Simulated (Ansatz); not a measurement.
Cartesian coordinates (Å):
SMILES: B(BO)=C
```xyz
8

C      1.7608     0.2661    -0.1941
B      0.4207    -0.0806    -0.2504
B     -1.1471    -0.5803    -0.3343
O     -2.2548     0.1929    -0.1754
H      2.5555    -0.4595    -0.3387
H      2.1072     1.2768    -0.0031
H     -1.3574    -1.7386    -0.5568
H     -2.0850     1.1233     0.0039
```
Charge 0, multiplicity 1.

Computed with frozen-core CCSD(T)/cc-pVTZ // B3LYP-D3(BJ)/def2-TZVP in Ansatz (an electronic-structure program). The restricted HF reference is unstable towards unrestricted orbitals.

The HF energy is -164.46792 Ha and the MP2 correlation energy comes out as -0.58898 Ha.

### Question
Estimate the CCSD correlation energy, the (T) correction, the total energy and the T1 diagnostic.

### Answer

- CCSD correlation energy: -0.62051 Ha
- (T) correction: -0.02600 Ha
- CCSD(T) total energy: -165.11443 Ha
- T1 diagnostic: 0.016
